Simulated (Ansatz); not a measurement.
Relaxation of a periodic cell of 17 atoms, Si$_{16}$Au (host Si, host structure diamond, interstitial Au), to a largest force component of 0.08 eV/Å in at most 25 steps.

Theory: DFT PBEsol, scalar-relativistic, plane waves, PAW in Ansatz. Settings: accuracy low, PAW set soft_1, cutoff 420 eV, k mesh 2x2x2, fermi-dirac smearing 0.02 eV, spin collinear.

```xyz
17
Lattice="0.0000 5.4300 5.4300 5.4300 0.0000 5.4300 5.4300 5.4300 0.0000" Properties=species:S:1:pos:R:3:forces:R:3
Si 0.000 0.000 0.000 0.05 -0.07 -0.04
Si 1.357 1.357 1.357 -0.83 0.00 0.00
Si 2.715 2.715 0.000 -1.57 1.47 -1.47
Si 4.072 4.072 1.357 -0.02 0.93 0.02
Si 2.715 0.000 2.715 -1.09 -1.11 1.12
Si 4.072 1.357 4.072 0.01 -0.01 0.80
Si 5.430 2.715 2.715 1.35 1.32 1.45
Si 6.787 4.072 4.072 -0.01 -0.02 0.02
Si 0.000 2.715 2.715 0.05 0.04 0.07
Si 1.357 4.072 4.072 0.00 0.00 0.00
Si 2.715 5.430 2.715 -0.05 -0.06 0.06
Si 4.072 6.787 4.072 -0.02 -0.02 -0.94
Si 2.715 2.715 5.430 -0.07 0.05 -0.05
Si 4.072 4.072 6.787 0.01 -0.80 0.01
Si 5.430 5.430 5.430 1.36 -1.45 -1.33
Si 6.787 6.787 6.787 0.90 -0.03 0.03
Au 4.087 6.820 6.754 -0.08 -0.24 0.25
```

Question: Where does it end, and by what steps?

Answer: The run converged. The force dipped under the threshold on the way, but the program's further checks kept it going. Limits of this set-up: coarse k mesh, PAW files made for another functional, a small cell, in which the defect meets its images, low accuracy level. After 9 steps the energy has fallen by 1.008 eV; Au17 moved furthest, 1.02 Å. Parted: Si2–Au17 (2.73 → 3.49 Å), Si6–Au17 (2.75 → 3.49 Å), Si14–Au17 (2.75 → 3.49 Å).

```tsv
step	energy less start (eV)	largest force component (eV/Å)	accepted
0	0.0000	1.568	yes
1	-0.5169	0.306	yes
2	-0.5348	0.038	yes
3	-0.5379	0.080	yes
4	-0.6306	0.258	yes
5	-0.7720	0.313	yes
6	-0.8573	0.354	yes
7	-0.9512	0.165	yes
8	-1.0045	0.114	yes
9	-1.0085	0.028	yes
```

```xyz
17
Lattice="0.0000 5.4300 5.4300 5.4300 0.0000 5.4300 5.4300 5.4300 0.0000" Properties=species:S:1:pos:R:3
Si -0.114 -0.022 0.113
Si 1.297 1.400 1.314
Si 2.539 2.795 -0.080
Si 3.920 4.162 1.507
Si 2.877 0.166 2.549
Si 4.111 1.398 4.132
Si 5.509 2.792 2.892
Si 6.964 4.251 3.894
Si -0.114 2.602 2.737
Si 1.130 3.846 4.299
Si 2.473 5.186 2.959
Si 3.920 6.638 3.983
Si 2.690 2.600 5.545
Si 4.111 4.013 6.747
Si 5.509 5.253 5.353
Si 6.877 6.635 6.940
Au 4.688 7.404 6.171
```

Run time: 89 s on 2 threads of Arm Neoverse V2 (shared host), peak memory 0.74 GiB.
